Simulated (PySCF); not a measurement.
A PySCF script (with the pyscf-properties extension) for the NMR shieldings of `FC([C@@H]([NH2+]C)CCF)(F)F`, [C5H10F4N]+, on a GFN2-xTB geometry:

```python
import basis_set_exchange as bse
import numpy as np
from pyscf import gto, dft
from pyscf.prop import nmr

atoms = """
C    -1.993827   -0.988575    0.565102
N    -0.891066   -0.551022   -0.322494
C     0.074788    0.422690    0.271667
C     1.417268    0.380574   -0.472447
C     2.172253   -0.922394   -0.231184
F     1.391803   -1.981064   -0.663814
C    -0.528924    1.846408    0.182062
F     0.345262    2.769960    0.534435
F    -1.607435    1.968720    0.955540
F    -0.920430    2.080834   -1.078474
H    -1.586173   -1.479712    1.446554
H    -2.606642   -0.146290    0.878443
H    -2.623780   -1.698567    0.033065
H    -0.348372   -1.389592   -0.602564
H    -1.286870   -0.148801   -1.185680
H     0.211727    0.180869    1.332911
H     2.047464    1.201475   -0.126883
H     1.250597    0.519061   -1.543960
H     3.101027   -0.954079   -0.802954
H     2.376184   -1.099818    0.827641
"""
names = dict.fromkeys(["C", "N", "F", "H"], "pcSseg-1")
basis = {el: gto.basis.parse(bse.get_basis(n, elements=[el], fmt="nwchem")) for el, n in names.items()}
mol = gto.M(atom=atoms, basis=basis, charge=1, verbose=0)
mf = dft.RKS(mol, xc="PBE0")
mf.grids.level = 2
mf.grids.alignment = dft.numint.BLKSIZE   # the property module wants whole blocks of grid points
mf.conv_tol = 1e-9
mf.kernel()

calc = nmr.RKS(mf)   # GIAO
C = mf.mo_coeff
Co = C[:, mf.mo_occ > 0]
resp = mf.gen_response(singlet=True, hermi=2)
def vind(x):   # induced exchange potential for any number of trial vectors
    d = np.einsum("pi,xij,qj->xpq", C, 2 * x.reshape(-1, C.shape[1], Co.shape[1]), Co, optimize=True)
    return np.einsum("xpq,pi,qj->xij", resp(d - d.transpose(0, 2, 1)), C, Co, optimize=True).ravel()
mo1, _ = nmr.rhf.solve_mo1(calc, with_cphf=vind)
sigma = calc.kernel(mo1)
for i, s in enumerate(sigma):   # ppm
    print("%2d %-2s %9.2f" % (i, mol.atom_pure_symbol(i), np.trace(s) / 3))
```

Problem. What does it print?

Solution. 
```
 0 C     149.83
 1 N     201.29
 2 C     117.28
 3 C     155.72
 4 C      97.45
 5 F     423.42
 6 C      56.26
 7 F     258.24
 8 F     250.04
 9 F     271.03
10 H      28.50
11 H      27.81
12 H      28.33
13 H      24.17
14 H      26.80
15 H      27.93
16 H      29.19
17 H      29.18
18 H      25.99
19 H      26.40
```

These numbers come from an equivalent density-fitted implementation of the same equations, which agrees with the script to about 0.01 ppm for H and up to a few tenths of a ppm for heavy atoms, so last digits may differ.

Problem. Turn these shieldings into chemical shifts. References, each an isolated molecule treated in the same way: 13C (σref 186.93) and 1H (σref 31.72) against TMS; NH3 for 15N (σref 267.73); 19F (σref 170.95) against CFCl3.

Solution. Averaging equivalent atoms: C 6: 130.7; C 4: 89.5; C 2: 69.6; C 0: 37.1; C 3: 31.2; N 1: 66.4; F 7/8/9: -88.8; F 5: -252.5; H 13: 7.55; H 18: 5.72; H 19: 5.32; H 14: 4.92; H 15: 3.78; H 10/11/12: 3.50; H 17: 2.53; H 16: 2.53 ppm. Unscaled 19F shifts against computed CFCl3 carry errors that often reach 10 to 50 ppm. Experimental scales use liquid or dissolved standards, which lie at an offset from isolated NH3 (liquid NH3: subtract about 20 ppm).

Size and cost of the density-fitted run: 220 basis functions, 43 s wall time on 1 thread of an Arm Neoverse V2, shared host.
